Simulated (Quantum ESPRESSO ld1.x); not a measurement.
Results of a calculation; reference values are marked as such.
Q: The mean radii <r> (bohr) of the occupied orbitals of an atom or ion are listed with their occupations. Level of theory: Dirac Kohn-Sham, PW91, spin-unpolarised, spherical densities, point nucleus (ld1.x of Quantum ESPRESSO 7.5).

| orbital | occ. | <r> |
|---|---|---|
| 1s1/2 | 2 | 0.04860 |
| 2s1/2 | 2 | 0.2157 |
| 2p1/2 | 2 | 0.1864 |
| 2p3/2 | 4 | 0.1898 |
| 3s1/2 | 2 | 0.5585 |
| 3p1/2 | 2 | 0.5469 |
| 3p3/2 | 1 | 0.5525 |

Name the element and its charge. Open shells, if any, fill j = l - 1/2 first.

A: Z = 31, gallium, charge +16: Ga16+ in [Ne] 3s2 3p3. The 1s radius gives Z: for a bare nucleus <r> = (2 gamma + 1)/(2Z) with gamma = sqrt(1 - (Z/c)^2), 0.04755 bohr for Z = 31, and screening makes it slightly larger (0.04860 here). The occupations add up to 15, and the charge is Z minus that.
